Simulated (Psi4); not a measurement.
Psi4 input (wB97X-D/6-31G*):

```
memory 1500 MB

molecule {
0 2
C    -2.33446800    0.34990600   -0.00166700
C    -1.18159500   -0.02138000    0.48704500
C    -0.01183700   -0.83079200    0.16920100
Si    1.50699900    0.24375000   -0.20413000
H    -2.70524900   -0.04599900   -0.95088900
H    -2.98254500    1.05569000    0.50702000
H     0.24061300   -1.50140300    0.99663800
H    -0.20722600   -1.46683600   -0.70916900
H     1.23430300    1.09742400   -1.38185400
H     1.82390800    1.09799700    0.96206100
H     2.66560400   -0.63577100   -0.49345800
symmetry c1
no_reorient
no_com
}

set {
  basis 6-31G*
  reference uks
  scf_type pk
  dft_radial_points 99
  dft_spherical_points 590
  e_convergence 1e-8
  d_convergence 1e-7
  maxiter 150
}

e = energy('wb97x-d')
print_out(f'\nFINAL {e:.10f} DIPOLE {variable("CURRENT DIPOLE")[0]:.6f} {variable("CURRENT DIPOLE")[1]:.6f} {variable("CURRENT DIPOLE")[2]:.6f}\n')
```

Output:

```
   => Loading Basis Set <=

    Name: 6-31G*
    Role: ORBITAL
    Keyword: BASIS
    atoms 1-3  entry C          line   111 file 6-31gs.gbs
    atoms 4    entry SI         line   268 file 6-31gs.gbs
    atoms 5-11 entry H          line    44 file 6-31gs.gbs

   => WB97X-D: Empirical Dispersion <=

    Chai and Head-Gordon Dispersion Correction
    Chai, J.-D.; Head-Gordon, M. (2010), J. Chem. Phys., 132: 6615-6620

        s6 =       1.000000

         ---------------------------------------------------------
                                   SCF
               by Justin Turney, Rob Parrish, Andy Simmonett
                          and Daniel G. A. Smith
                              UKS Reference
         ---------------------------------------------------------

  ==> Geometry <==

    Molecular point group: c1
    Full point group: C1

    Geometry (in Angstrom), charge = 0, multiplicity = 2:

       Center              X                  Y                   Z               Mass
    ------------   -----------------  -----------------  -----------------  -----------------
         C           -2.334468000000     0.349906000000    -0.001667000000    12.000000000000
         C           -1.181595000000    -0.021380000000     0.487045000000    12.000000000000
         C           -0.011837000000    -0.830792000000     0.169201000000    12.000000000000
         SI           1.506999000000     0.243750000000    -0.204130000000    27.976926534650
         H           -2.705249000000    -0.045999000000    -0.950889000000     1.007825032230
         H           -2.982545000000     1.055690000000     0.507020000000     1.007825032230
         H            0.240613000000    -1.501403000000     0.996638000000     1.007825032230
         H           -0.207226000000    -1.466836000000    -0.709169000000     1.007825032230
         H            1.234303000000     1.097424000000    -1.381854000000     1.007825032230
         H            1.823908000000     1.097997000000     0.962061000000     1.007825032230
         H            2.665604000000    -0.635771000000    -0.493458000000     1.007825032230

  Running in c1 symmetry.

  Rotational constants: A =      0.59063  B =      0.09190  C =      0.08587 [cm^-1]
  Rotational constants: A =  17706.74079  B =   2755.21182  C =   2574.38997 [MHz]
  Nuclear repulsion =  143.665294822782272

  Charge       = 0
  Multiplicity = 2
  Electrons    = 39
  Nalpha       = 20
  Nbeta        = 19

  ==> Algorithm <==

  SCF Algorithm Type is PK.
  DIIS enabled.
  MOM disabled.
  Fractional occupation disabled.
  Guess Type is SAD.
  Energy threshold   = 1.00e-08
  Density threshold  = 1.00e-07
  Integral threshold = 1.00e-12

  ==> Primary Basis <==

  Basis Set: 6-31G*
    Blend: 6-31G*
    Number of shells: 40
    Number of basis functions: 78
    Number of Cartesian functions: 78
    Spherical Harmonics?: false
    Max angular momentum: 2

  ==> DFT Potential <==

   => LibXC <=

    Version 7.1.2
    S. Lehtola, C. Steigemann, M. J. T. Oliveira, and M. A. L. Marques,  SoftwareX 7, 1–5 (2018) (10.1016/j.softx.2017.11.002)

   => Composite Functional: WB97X-D <=

    wB97X-D Hyb-GGA Exchange-Correlation Functional

    J.-D. Chai and M. Head-Gordon,  Phys. Chem. Chem. Phys. 10, 6615–6620 (2008) (10.1039/B810189B)

    Deriv               =              1
    GGA                 =           TRUE
    Meta                =          FALSE

    Exchange Hybrid     =           TRUE
    MP2 Hybrid          =          FALSE

   => Exchange-Correlation Functionals <=

    1.0000   wB97X-D range-separated functional

   => Exact (HF) Exchange <=

    0.7780            HF,LR [omega = 0.2000]
    0.2220               HF

   => LibXC Density Thresholds  <==

    XC_HYB_GGA_XC_WB97X_D:  1.00E-14

   => Molecular Quadrature <=

    Radial Scheme          =       TREUTLER
    Pruning Scheme         =           NONE
    Nuclear Scheme         =       TREUTLER

    Blocking Scheme        =         OCTREE
    BS radius alpha        =              1
    Pruning alpha          =              1
    Radial Points          =             99
    Spherical Points       =            590
    Total Points           =         608618
    Total Blocks           =           4298
    Max Points             =            256
    Max Functions          =             77
    Weights Tolerance      =       1.00E-15

  ==> Integral Setup <==

  Using in-core PK algorithm.
   Calculation information:
      Number of atoms:                  11
      Number of AO shells:              40
      Number of primitives:            100
      Number of atomic orbitals:        78
      Number of basis functions:        78

      Integral cutoff                 1.00e-12
      Number of threads:                 1

  Performing in-core PK
  Using 14243463 doubles for integral storage.
  We computed 308129 shell quartets total.
  Whereas there are 336610 unique shell quartets.

  Computing range-separated integrals for PK
  We computed 308129 wK shell quartets total.
  Whereas there are 336610 wK unique shell quartets.

  ==> DiskJK: Disk-Based J/K Matrices <==

    J tasked:                  Yes
    K tasked:                  Yes
    wK tasked:                 Yes
    Omega:               2.000E-01
    Schwarz Cutoff:          1E-12


  Cached 50.0% of DFT collocation blocks in 0.557 [GiB].

  Minimum eigenvalue in the overlap matrix is 4.0640349155E-03.
  Reciprocal condition number of the overlap matrix is 6.0335778592E-04.
    Using symmetric orthogonalization.

  ==> Pre-Iterations <==

  SCF Guess: Superposition of Atomic Densities via on-the-fly atomic UHF (no occupation information).

   -------------------------
    Irrep   Nso     Nmo
   -------------------------
     A         78      78
   -------------------------
    Total      78      78
   -------------------------

  ==> Iterations <==

                        Total Energy        Delta E     RMS |[F,P]|

   @UKS iter SAD:  -406.97437634472175   -4.06974e+02   0.00000e+00
   @UKS iter   1:  -407.72041704635006   -7.46041e-01   6.09626e-03 DIIS/ADIIS
   @UKS iter   2:  -407.79845606803906   -7.80390e-02   4.12198e-03 DIIS/ADIIS
   @UKS iter   3:  -407.85189454545923   -5.34385e-02   3.57516e-04 DIIS/ADIIS
   @UKS iter   4:  -407.85268548683911   -7.90941e-04   1.95933e-04 DIIS/ADIIS
   @UKS iter   5:  -407.85290556672862   -2.20080e-04   8.58060e-05 DIIS
   @UKS iter   6:  -407.85297107127104   -6.55045e-05   4.38899e-05 DIIS
   @UKS iter   7:  -407.85300710398121   -3.60327e-05   2.75432e-05 DIIS
   @UKS iter   8:  -407.85302703846969   -1.99345e-05   1.42228e-05 DIIS
   @UKS iter   9:  -407.85303398168617   -6.94322e-06   4.59032e-06 DIIS
   @UKS iter  10:  -407.85303450989181   -5.28206e-07   1.07062e-06 DIIS
   @UKS iter  11:  -407.85303452552614   -1.56343e-08   2.87146e-07 DIIS
   @UKS iter  12:  -407.85303452638891   -8.62769e-10   7.50827e-08 DIIS
  Energy and wave function converged.

  ==> Post-Iterations <==

   Electrons on quadrature grid:
      Nalpha   =   19.9999987902 ; deviation = -1.210e-06
      Nbeta    =   18.9999988885 ; deviation = -1.112e-06
      Ntotal   =   38.9999976787 ; deviation = -2.321e-06

   @Spin Contamination Metric:   1.256295767E-02
   @S^2 Expected:                7.500000000E-01
   @S^2 Observed:                7.625629577E-01
   @S   Expected:                5.000000000E-01
   @S   Observed:                5.000000000E-01

    Orbital Energies [Eh]
    ---------------------

    Alpha Occupied:

       1A    -66.275334     2A    -10.319278     3A    -10.309398
       4A    -10.287908     5A     -5.394048     6A     -3.738215
       7A     -3.738076     8A     -3.737983     9A     -0.893309
      10A     -0.799388    11A     -0.637110    12A     -0.609216
      13A     -0.545460    14A     -0.526138    15A     -0.495700
      16A     -0.438211    17A     -0.425647    18A     -0.423201
      19A     -0.329864    20A     -0.289206

    Alpha Virtual:

      21A      0.092180    22A      0.112287    23A      0.146667
      24A      0.157110    25A      0.209152    26A      0.217456
      27A      0.226966    28A      0.233960    29A      0.257970
      30A      0.306930    31A      0.328905    32A      0.334517
      33A      0.358758    34A      0.427150    35A      0.466387
      36A      0.561014    37A      0.594829    38A      0.630578
      39A      0.669521    40A      0.693791    41A      0.708611
      42A      0.716073    43A      0.761495    44A      0.766783
      45A      0.798086    46A      0.869056    47A      0.902786
      48A      0.921299    49A      0.944448    50A      0.956945
      51A      1.012283    52A      1.044259    53A      1.046540
      54A      1.152906    55A      1.180969    56A      1.225246
      57A      1.276766    58A      1.316027    59A      1.494704
      60A      1.511350    61A      1.619418    62A      1.712094
      63A      1.848197    64A      1.905228    65A      1.999421
      66A      2.079520    67A      2.166101    68A      2.300364
      69A      2.324018    70A      2.415486    71A      2.465551
      72A      2.633852    73A      2.865952    74A      3.032870
      75A      3.078064    76A      4.206004    77A      4.303824
      78A      4.535560

    Beta Occupied:

       1A    -66.275279     2A    -10.309261     3A    -10.306834
       4A    -10.289292     5A     -5.393978     6A     -3.738143
       7A     -3.737991     8A     -3.737929     9A     -0.873421
      10A     -0.794770    11A     -0.629747    12A     -0.593848
      13A     -0.526766    14A     -0.514240    15A     -0.487614
      16A     -0.431833    17A     -0.424522    18A     -0.422181
      19A     -0.324523

    Beta Virtual:

      20A      0.018132    21A      0.099294    22A      0.115713
      23A      0.147103    24A      0.160224    25A      0.211073
      26A      0.221958    27A      0.229684    28A      0.236070
      29A      0.266691    30A      0.308795    31A      0.329938
      32A      0.336570    33A      0.365009    34A      0.431451
      35A      0.471021    36A      0.566140    37A      0.599925
      38A      0.641808    39A      0.669949    40A      0.707888
      41A      0.722676    42A      0.738888    43A      0.764241
      44A      0.774900    45A      0.802635    46A      0.878966
      47A      0.905068    48A      0.925929    49A      0.948321
      50A      0.962057    51A      1.016413    52A      1.048766
      53A      1.052981    54A      1.158143    55A      1.183198
      56A      1.229239    57A      1.277965    58A      1.320248
      59A      1.503017    60A      1.525356    61A      1.651813
      62A      1.736977    63A      1.860472    64A      1.940074
      65A      2.009262    66A      2.095954    67A      2.177194
      68A      2.308925    69A      2.339644    70A      2.425392
      71A      2.473874    72A      2.648457    73A      2.896567
      74A      3.034162    75A      3.099925    76A      4.222145
      77A      4.304234    78A      4.570051

    Final Occupation by Irrep:
              A
    DOCC [    19 ]
    SOCC [     1 ]
    NA   [    20 ]
    NB   [    19 ]

  @UKS Final Energy:  -407.85303452638891

   => Energetics <=

    Nuclear Repulsion Energy =            143.6652948227822719
    One-Electron Energy =                -843.9930479347726759
    Two-Electron Energy =                 320.3765123173905067
    DFT Exchange-Correlation Energy =     -27.8981365344565191
    Empirical Dispersion Energy =          -0.0036571973324831
    VV10 Nonlocal Energy =                  0.0000000000000000
    Total Energy =                       -407.8530345263889103

  UHF NO Occupations:
  HONO-2 :   18  A 1.9991146
  HONO-1 :   19  A 1.9951632
  HONO-0 :   20  A 1.0000000
  LUNO+0 :   21  A 0.0048368
  LUNO+1 :   22  A 0.0008854
  LUNO+2 :   23  A 0.0002320
  LUNO+3 :   24  A 0.0001525

Computation Completed

Properties will be evaluated at   0.000000,   0.000000,   0.000000 [a0]

Properties computed using the SCF density matrix

 Multipole Moments:

 ------------------------------------------------------------------------------------
     Multipole            Electronic (a.u.)      Nuclear  (a.u.)        Total (a.u.)
 ------------------------------------------------------------------------------------

 L = 1.  Multiply by 2.5417464519 to convert [e a0] to [Debye]
 Dipole X            :          0.0622529           -0.0000113            0.0622415
 Dipole Y            :         -0.3126781            0.0000113           -0.3126668
 Dipole Z            :         -0.1486518            0.0000057           -0.1486461
 Magnitude           :                                                    0.3517530

 ------------------------------------------------------------------------------------

FINAL -407.8530345264 DIPOLE 0.062242 -0.312667 -0.148646

*** Psi4 exiting successfully. Buy a developer a beer!
```

The geometry given is a B3LYP-D3(BJ)/def2-TZVP minimum.
